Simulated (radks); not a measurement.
Results of a calculation; reference values are marked as such.
Problem. Species: N+. Configuration: 1s1.5 2s2 2p2 3d0.5 (fractional occupations, a model configuration). Level of theory: scalar-relativistic Kohn-Sham, LDA (Slater exchange, Perdew-Wang correlation), spin-polarised, spherical densities, finite nucleus; open shells are filled with parallel spins first; Fermi nuclear charge, rms radius 2.5582 fm (a radial shooting solver on a logarithmic mesh with Libxc functionals). Some entries of the table are withheld. Estimate them.

orbital,occ.,eigenvalue (eV),<r> (bohr),<r^2> (bohr^2)
1s up,1,-439.6419,0.2253,0.06843
1s down,0.5,-425.7797,0.2268,0.06936
2s up,1,-41.5849,1.151,1.578
2s down,1,-37.0382,1.197,1.714
2p up,2,-30.4520,(1),1.512
2p down,0,-25.6612,(2),1.747
3d up,0.5,-3.7407,5.588,36.24
3d down,0,-3.2310,6.089,43.02

Solution. 
(1) 2p up <r> (bohr): 1.098
(2) 2p down <r> (bohr): 1.176
